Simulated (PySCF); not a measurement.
Cl3Si, SMILES Cl[Si](Cl)Cl, multiplicity 2. Coordinates come from a PBE-D3(BJ)/def2-SVP optimisation. The isomer is the one that the SMILES or the coordinates give; other isomers of the formula were not compared.

All values below come from PBE-D3(BJ)/def2-SVP (PySCF 2.14.0).

Harmonic wavenumbers (cm⁻¹): 153, 153, 222, 454, 570, 570. Rotational constants (GHz): 2.355, 2.355, 1.241; symmetry number 3.

Question: Work out the zero-point energy and the ideal-gas rigid-rotor harmonic-oscillator thermochemistry at 298.15 K and 1 atm.

Answer: ZPE = ½ Σ hcν = ½ × 2122 cm⁻¹ = 3.03 kcal/mol. H − E(el) = 6.92 kcal/mol. Entropy in cal/(mol K): translation 40.60, rotation 26.05, vibration 9.01, spin 1.38, total 77.04. G − E(el) = -16.05 kcal/mol. Cp = 17.10 cal/(mol K).
